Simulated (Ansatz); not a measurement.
Geometry optimisation, RKS r2SCANh/def2-SVP (Ansatz 0.2.0).

input.yaml

```yaml
crystal:
  periodic: [false, false, false]
  atoms:
    - { symbol: Sn, position_ang: [-0.137384, -0.224271, -0.012002] }
    - { symbol: O, position_ang: [1.401729, 1.004786, 0.437459] }
    - { symbol: Cl, position_ang: [0.66575, -2.109693, -1.145078] }
    - { symbol: Cl, position_ang: [-1.037722, -0.942886, 2.033185] }
    - { symbol: C, position_ang: [-1.552704, 0.792385, -1.229257] }
    - { symbol: H, position_ang: [2.338097, -0.900847, 1.26056] }
    - { symbol: H, position_ang: [2.094375, -1.487266, 1.556887] }
    - { symbol: H, position_ang: [1.56666, 0.977807, 1.388609] }
    - { symbol: H, position_ang: [-1.004955, 1.525347, -1.833699] }
    - { symbol: H, position_ang: [-2.276756, 1.300283, -0.581692] }
    - { symbol: H, position_ang: [-2.056989, 0.064454, -1.874872] }
basis:
  gaussian: { orbitals: def2-SVP }
hamiltonian:
  xc: r2scanh
relax:
  f_tol: 0.03
  max_steps: 50
output:
  orbitals: {}
```

Command:

```bash
$ ansatz run input.yaml --threads 4 --pin off --max-ram 5120MiB --backend cpu --events-out ev --progress --plain --runs-dir out
```

Task: Where does it end, and by what steps?

Result: The run converged. The force dipped under the threshold on the way, but the program's further checks kept it going. After 18 steps the energy has fallen by 0.229 eV; H7 moved furthest, 0.82 Å.

```tsv
step	energy less start (eV)	largest force component (eV/Å)	accepted
0	0.0000	2.115	yes
1	-0.1433	0.231	yes
2	-0.1776	0.411	yes
3	-0.1908	0.350	yes
4	-0.1996	0.342	yes
5	-0.2095	0.092	yes
6	-0.2135	0.055	yes
7	-0.1408	1.811	no
8	-0.2176	0.055	yes
9	-0.2214	0.070	yes
10	-0.2251	0.072	yes
11	-0.2242	0.368	no
12	-0.2260	0.029	yes
13	-0.2262	0.183	yes
14	-0.2268	0.103	yes
15	-0.2272	0.040	yes
16	-0.2275	0.096	yes
17	-0.2278	0.076	yes
18	-0.2289	0.007	yes
```

```xyz
11
Properties=species:S:1:pos:R:3
Sn -0.300 -0.106 -0.022
O 1.172 1.122 0.407
Cl 0.644 -2.022 -1.005
Cl -1.259 -0.839 1.990
C -1.686 0.876 -1.294
H 2.613 -1.561 1.386
H 2.692 -1.295 2.091
H 1.851 0.705 0.952
H -1.241 1.832 -1.594
H -2.617 1.043 -0.740
H -1.870 0.245 -2.171
```

Run time: 120 s on 4 threads of Arm Neoverse N1, on a shared host, peak memory 0.36 GiB.
